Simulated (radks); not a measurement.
Values are calculated unless marked as measured or tabulated.
Effect of the nuclear size on the iron ion Fe+, [Ar] 3d6 4s1. Code: a radial shooting solver on a logarithmic mesh with Libxc functionals. Model: Dirac Kohn-Sham, LDA (Slater exchange, Perdew-Wang correlation), spin-unpolarised, spherical densities, finite nucleus; open shells are shared between the two j in proportion to 2j + 1; Fermi nuclear charge, rms radius 3.7377 fm. The rms radius is varied about that value; shifts are against it.

rms radius (fm)  total energy shift (eV)  density at nucleus (e/bohr^3)  1s1/2 shift (meV)  2s1/2 shift (meV)  3s1/2 shift (meV)
3.0911                           -0.0349                      1.513e+04              -14.8              -1.34             -0.192
3.506                            -0.0132                      1.505e+04              -5.62             -0.506             -0.073
3.7377                                 0                      1.501e+04              0.000              0.000              0.000
3.8872                           0.00897                      1.498e+04               3.81              0.343              0.049
4.2909                            0.0349                      1.492e+04               14.8               1.33              0.192

Slopes of the eigenvalues against <r^2> in GHz/fm^2, as finite differences over the two radii next to the reference (eigenvalue slopes, not the field-shift constants of lines): 1s1/2 809, 2s1/2 72.9, 3s1/2 10.5.
